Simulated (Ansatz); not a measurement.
Species: SiHF, charge 1, doublet. SiHF+ (parent SMILES [SiH]F, doublet).
B3LYP-D3(BJ)/def2-TZVP minimum from Ansatz (a quantum-chemistry and plane-wave program):
```xyz
3

Si    -0.2631    -0.3345     0.3603
H     -1.0759    -1.3298    -0.4510
F      0.5288     0.6681    -0.5104
```
Charge +1, spin multiplicity 2.

Total energies in aug-cc-pV(D+d)Z, 11 correlated electrons, 6 frozen orbitals. Radicals and triplets start from unrestricted determinants; spin-orbit coupling is neglected. Cores are frozen in correlated methods. No relativity. The spin of HFSi+ (parent SMILES F[SiH], doublet) was assumed, and the state is the lowest solution found for it.

```csv
method,program,energy (Eh),minus CCSDT(Q) (mEh)
HF,Ansatz,-388.65926,286.93
MP2,Ansatz,-388.92433,21.86
CCSD,Ansatz,-388.93797,8.22
CCSD(T),Ansatz,-388.94503,1.17
CCSDT(Q),Ansatz,-388.94619,0.00
```

Rough core times of Ansatz's runs on a shared machine: CCSD(T) under 20 s, CCSDT(Q) 3 min.
